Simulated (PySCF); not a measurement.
J couplings in 1,3,5-norcaratriene

Molfile (atoms numbered from 1):
```
C7H6
     RDKit          3D

 13 14  0  0  0  0  0  0  0  0999 V2000
   -1.5954    0.5967   -0.0845 C   0  0  0  0  0  0  0  0  0  0  0  0
   -1.5099   -0.7823    0.1504 C   0  0  0  0  0  0  0  0  0  0  0  0
   -0.2747   -1.4551    0.2457 C   0  0  0  0  0  0  0  0  0  0  0  0
    0.8133   -0.6243    0.0853 C   0  0  0  0  0  0  0  0  0  0  0  0
    0.7306    0.7056   -0.1415 C   0  0  0  0  0  0  0  0  0  0  0  0
   -0.4520    1.4061   -0.2424 C   0  0  0  0  0  0  0  0  0  0  0  0
    2.1007    0.1174   -0.0633 C   0  0  0  0  0  0  0  0  0  0  0  0
   -2.5857    1.0556   -0.1471 H   0  0  0  0  0  0  0  0  0  0  0  0
   -2.4365   -1.3514    0.2628 H   0  0  0  0  0  0  0  0  0  0  0  0
   -0.2248   -2.5313    0.4292 H   0  0  0  0  0  0  0  0  0  0  0  0
   -0.5351    2.4803   -0.4252 H   0  0  0  0  0  0  0  0  0  0  0  0
    2.6935   -0.0026   -0.9827 H   0  0  0  0  0  0  0  0  0  0  0  0
    2.7233    0.3074    0.8241 H   0  0  0  0  0  0  0  0  0  0  0  0
  1  2  2  0
  2  3  1  0
  3  4  2  0
  4  5  1  0
  5  6  2  0
  5  7  1  0
  6  1  1  0
  7  4  1  0
  1  8  1  0
  2  9  1  0
  3 10  1  0
  6 11  1  0
  7 12  1  0
  7 13  1  0
M  END
```

Couplings: B3LYP/pcJ-1 (without the spin–dipole term) in PySCF 2.14, geometry PBE0-D3(BJ)/def2-SVP; gas phase, one conformer, non-relativistic. Couplings are averaged over pairs made equivalent by symmetry, fast rotation or ring inversion, so a value needn't be that of the named pair in this geometry, while other rotamers aren't included; one pair stands for each set, and the list holds a selection of those of at least 1.5 Hz over up to four bonds.

Isotopes: $^{13}$C, $^{1}$H.

```
    pair  bonds  J (Hz)
  C1, C2      1    69.1
  C1, C6      1    63.9
  C1, H8      1       ?
  C3, C4      1       ?
 C3, H10      1   175.4
  C4, C5      1       ?
  C4, C7      1    28.5
 C7, H12      1   176.8
  C1, C3      2    -2.5
  C1, H9      2       ?
 C1, H11      2     4.8
  C3, C5      2    -3.6
  C3, H9      2       ?
 C4, H10      2       ?
 C4, H12      2    -3.7
H12, H13      2    -5.4
  C1, C4      3    10.7
  C1, C7      3     3.9
 C1, H10      3     5.3
  C3, C6      3       ?
  C3, H8      3     7.7
  C4, H9      3    11.2
 C4, H11      3     5.8
 H8, H11      3     6.9
 C3, H11      4    -2.1
  C7, H8      4       ?
```

Problem. Estimate the withheld couplings, with signs.

Solution. 
- $^{1}J$(C1,H8) = 164.9 Hz (bond length 1.093 Å, sp2 carbon)
- $^{1}J$(C3,C4) = 88.4 Hz (bond length 1.378 Å)
- $^{1}J$(C4,C5) = 20.9 Hz (bond length 1.352 Å)
- $^{2}J$(C1,H9) = 2.9 Hz (angle at C2 119°)
- $^{2}J$(C3,H9) = 3.4 Hz (angle at C2 119°)
- $^{2}J$(C4,H10) = 4.2 Hz (angle at C3 125°)
- $^{3}J$(C3,C6) = 7.3 Hz
- $^{4}J$(C7,H8) = 1.6 Hz
